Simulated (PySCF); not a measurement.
## Dipole response of F(2+) (fluorine, charge +2)

[He] 2s2 2p3, high-spin 4S determinant. Computed with PySCF 2.14 in aug-cc-pVDZ-DK, with scalar relativity by spin-free X2C-1e. Coupled (time-dependent) response in atomic units; α is the mean over directions. A double-zeta set is small for polarisabilities.

```tsv
method	mean α (bohr³)	C₆ (like pair)	S(−4)
UHF	1.278	1.581	1.502
PBE	1.244	1.589	1.221
PBE0	1.243	1.575	1.249
TPSSh	1.256	1.604	1.258
TPSS	1.258	1.612	1.250
```

S(−4) is the Cauchy moment in α(ω) = α(0) + S(−4) ω² + …

α(iu) at TPSSh:

```
u (hartree)  α(iu) (bohr³)
          0          1.256
     0.0500          1.253
      0.100          1.243
      0.200          1.209
      0.300          1.158
      0.500          1.035
      0.750         0.8859
       1.00         0.7610
       1.50         0.5741
       2.00         0.4430
       3.00         0.2792
       5.00         0.1346
```

For an ion, C₆ is the dispersion term alone; charge-induced terms of lower order in 1/R come first.
